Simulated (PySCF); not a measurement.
## Dipole response of Ga (gallium, neutral)

[Ar] 3d10 4s2 4p1, 2P determinant. Computed with PySCF 2.14 in aug-cc-pVDZ-DK, with the spin-free X2C one-electron Hamiltonian (Gaussian nucleus). Coupled (time-dependent) response in atomic units; α is the mean over directions. A double-zeta set is small for polarisabilities.

```tsv
method	mean α (bohr³)	α xx, yy, zz	C₆ (like pair)	S(−4)
UHF	56.30	44.32, 80.26, 44.32	490.4	1831
PBE	59.45	43.32, 91.71, 43.32	492.5	2688
PBE0	56.73	42.79, 84.61, 42.79	473.8	2187
M06-2X	56.24	42.57, 83.59, 42.57	462.8	2120
MN15	51.12	40.28, 72.80, 40.28	411.3	1703
```

S(−4) is the Cauchy moment in α(ω) = α(0) + S(−4) ω² + …

Reference α: 50 ± 3 bohr³ (recommended; Schwerdtfeger and Nagle, table of static dipole polarizabilities (2023 update)). Published C₆: 498.0 (Chu and Dalgarno (2004); Tang, Norbeck and Certain (1976)).

Spin-orbit coupling is absent.

α(iu) at PBE0:

| u (hartree) | α(iu) (bohr³) |
| --- | --- |
| 0 | 56.73 |
| 0.0500 | 52.01 |
| 0.100 | 42.92 |
| 0.200 | 27.72 |
| 0.300 | 18.46 |
| 0.500 | 9.426 |
| 0.750 | 5.004 |
| 1.00 | 3.071 |
| 1.50 | 1.482 |
| 2.00 | 0.8654 |
| 3.00 | 0.3980 |
| 5.00 | 0.1471 |

A single London oscillator, α(iu) = α/(1 + u²/ω²), gives C₆ = (3/4) ω α². Matching the computed C₆ needs ω = 4 × 473.8 / (3 × 56.73²) = 0.196 hartree.

The components differ because the open shell of this determinant is not spherical; for a pure term their mean is the scalar polarisability.
